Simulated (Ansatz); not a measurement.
CH7AlSi2 can be A, `[AlH2][SiH]1C[SiH2]1`, or B, `C1[SiH2][AlH][SiH2]1`.

Gas-phase electronic energies from Ansatz, PBE0-D4/def2-TZVP geometries. CBS: MP2 limit from def2 TZ/QZ plus the TZ coupled-cluster correction, frozen cores. DFT in def2-TZVPP. B3LYP here is the variant with VWN-RPA as its local correlation; programs differ in this.

A:

Z-matrix (Å, degrees):
```
Si
Si 1 2.410
Al 1 2.754 2 54.9
C 1 1.875 2 50.8 3 144.7
H 1 1.484 2 126.5 3 52.4
H 1 1.478 2 118.7 3 -113.3
H 2 1.503 1 92.4 3 110.8
H 3 1.585 1 122.0 2 -98.7
H 3 1.586 1 101.2 2 118.5
H 4 1.087 1 117.0 2 113.4
H 4 1.087 1 113.8 2 -113.1
```

B:

Z-matrix (Å, degrees):
```
C
Si 1 1.906
Si 1 1.906 2 102.7
H 1 1.092 2 115.0 3 -125.7
H 1 1.096 2 107.9 3 113.9
Al 2 2.458 1 87.4 3 -23.9
H 2 1.492 1 114.1 3 -154.3
H 2 1.495 1 109.0 3 86.3
H 3 1.492 1 114.1 2 154.3
H 3 1.495 1 109.0 2 -86.3
H 6 1.588 2 142.7 1 -158.2
```

Question: Which isomer does CCSD(T)/CBS put lower? Give the gap. (An estimate is asked.)

Answer: Ansatz gave: B, by 41.1 kJ/mol.

Question: Give E(B) − E(A) in kJ/mol with PBE-D4, B2PLYP, CCSD/def2-TZVPP, B3LYP, r2SCAN-D4, HF/def2-TZVPP, CCSD(T)/def2-TZVPP. (An estimate is asked.)

Answer: Computed: PBE-D4 -29.5, B2PLYP -42.5, CCSD/def2-TZVPP -49.5, B3LYP -42.7, r2SCAN-D4 -29.8, HF/def2-TZVPP -74.4, CCSD(T)/def2-TZVPP -42.1. None reverses the order clearly.

Question: Does the order hold for the free energy at 298.15 K (harmonic terms from PBE0-D4)? (Best estimate.)

Answer: The calculation gave: Yes: G(B) − G(A) = -38.1 kJ/mol.

Largest T1 diagnostic: 0.015.

From PBE to PBE0 (25 % exact exchange), in def2-TZVPP and without D4, E(B) − E(A) moves by −9.8 kJ/mol. At CCSD(T), def2-SVP lies −3.5 kJ/mol from the extrapolated value and def2-TZVPP −1.0 kJ/mol.
